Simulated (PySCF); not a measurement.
Potential energy curve for HF (cation, charge +1), doublet.

- ROHF/cc-pVDZ (PySCF)
- ROKS-PBE = restricted open-shell PBE/cc-pVDZ (PySCF)
- UHF/cc-pVDZ (PySCF)
- ROKS-LDA (SVWN5) = restricted open-shell LDA (SVWN5)/cc-pVDZ in PySCF
- UKS-PBE = unrestricted PBE/cc-pVDZ (PySCF)

Energies are in kcal/mol, each relative to the lowest point of its own curve near equilibrium.

| R / Å | ROHF | ROKS-PBE | UHF | ROKS-LDA (SVWN5) | UKS-PBE |
|---|---|---|---|---|---|
| 0.76 | 42.0 | 51.4 | 42.1 | 53.2 | 51.5 |
| 0.81 | 22.0 | 29.5 | 22.1 | 30.7 | 29.5 |
| 0.85 | 11.7 | 17.6 | 11.8 | 18.6 | 17.7 |
| 0.90 | 4.1 | 8.1 | 4.1 | 8.7 | 8.1 |
| 0.95 | 0.6 | 2.8 | 0.6 | 3.1 | 2.8 |
| 0.98 | 0.0 | 1.0 | 0.0 | … | 1.0 |
| 1.01 | 0.2 | 0.2 | 0.2 | 0.2 | 0.2 |
| 1.03 | 0.7 | 0.0 | 0.7 | 0.0 | 0.0 |
| 1.08 | 3.0 | 0.6 | 2.9 | … | 0.6 |
| 1.12 | 5.5 | 2.0 | 5.4 | 1.8 | 2.0 |
| 1.17 | 9.4 | 4.5 | 9.2 | 4.2 | 4.5 |
| 1.24 | 15.4 | 8.9 | 15.2 | 8.5 | 8.8 |
| 1.37 | 27.0 | 18.3 | 26.7 | 17.8 | 18.2 |
| 1.51 | 38.4 | 28.4 | 38.2 | 28.0 | 28.2 |
| 1.66 | 48.7 | 38.2 | 48.5 | 37.8 | 37.9 |
| 1.83 | 57.8 | 47.6 | 57.7 | 47.3 | 47.0 |
| 2.00 | 64.4 | 55.1 | 64.4 | 54.9 | 53.9 |
| 2.22 | 70.1 | 62.5 | 70.3 | 62.4 | 60.0 |
| 2.46 | 74.0 | 68.1 | 74.3 | 68.2 | 64.0 |
| 2.72 | 76.3 | 72.0 | 76.7 | 72.3 | 66.2 |
| 3.01 | 77.7 | 74.4 | 78.2 | 74.9 | 67.0 |
| 3.55 | 78.8 | 75.6 | 79.3 | 76.4 | … |
| 4.04 | 79.2 | 75.1 | 79.7 | 76.1 | … |

### Question
Some entries are withheld; supply them.

### Answer

- 0.98, ROKS-LDA (SVWN5): 1.2
- 1.08, ROKS-LDA (SVWN5): 0.5
- 3.55, UKS-PBE: 66.4
- 4.04, UKS-PBE: 64.9

At the longest distance ROKS-PBE, ROKS-LDA (SVWN5), UKS-PBE leaves fractional charges on the fragments, a sign of delocalisation error or of the restricted form. The unrestricted determinant behind UKS-PBE is spin-contaminated at 2.22 to 4.04 Å (<S²> up to 1.1, against 0.75 for a pure doublet).
